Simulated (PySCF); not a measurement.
# Fractional electron number in Pd²⁺ (palladium, charge +2)

The 4d beta orbital of [Kr] 4d8 is emptied in steps (occupation f), with all orbitals relaxed, ending at [Kr] 4d7. All numbers are calculated (PySCF 2.14, scalar relativity through the core potential, in aug-cc-pVTZ-PP with ECP28MDF (6s6p5d3f2g, 88 functions)). The exact energy is a straight line in f; departures are measured from the line between the end points of the same method.

```tsv
f	BHandHLYP (eV)	wB97X (eV)	MN15 (eV)
1	0.000	0.000	0.000
0.9	-0.230	-0.184	-0.358
0.7	-0.542	-0.434	-0.839
0.5	-0.651	-0.520	-1.003
0.3	-0.552	-0.440	-0.845
0.1	-0.239	-0.189	-0.363
0	0.000	0.000	0.000
```

For wB97X, how does the orbital energy at f = 1 compare with the removal energy?

−ε = 31.010 eV against a total-energy difference of 33.047 eV. By Janak's theorem ε = ∂E/∂f, so the gap between them reflects the curvature. Along the path −ε is 31.400 (f = 0.9), 32.202 (f = 0.7), 33.029 (f = 0.5), 33.874 (f = 0.3), 34.728 (f = 0.1) eV.

| method | E(f=0) − E(f=1) (eV) | −ε at f=1 (eV) | −ε at f=0.5 (eV) |
| --- | --- | --- | --- |
| BHandHLYP | 32.956 | 30.410 | 32.927 |
| wB97X | 33.047 | 31.010 | 33.029 |
| MN15 | 33.233 | 29.269 | 33.216 |

Reference removal energy between the ground levels: 32.93 eV (semi-empirical (NIST evaluation); NIST Atomic Spectra Database, ionization energies). The calculation has no spin-orbit coupling. The determinant left behind need not be the lowest term of the ion.
